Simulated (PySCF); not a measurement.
Vertical excitations of a molecule C2H5FSi2 from TDDFT-CAM-B3LYP/def2-SVPD (PySCF 2.14.0), as energy in eV (oscillator strength): 5.53 (0.004), 6.06 (0.002), 6.26 (0.006), 6.75 (0.019), 7.36 (0.103), 7.68 (0.367), 7.77 (0.070), 8.10 (0.057), 8.18 (0.056), 8.25 (0.034). Lowest triplet (TDA): 4.80 eV. Geometry: ωB97X-D3(BJ)/def2-SVP. One conformer was computed; it need not be the lowest.

Q: Which molecule gave these data?
A) FC1=C[SiH2][SiH2]1
B) F[Si@H]1C=C[SiH2]1
C) C#C[Si@@H](F)[SiH3]
D) F[SiH2]C#C[SiH3]

A: C, C#C[Si@@H](F)[SiH3]
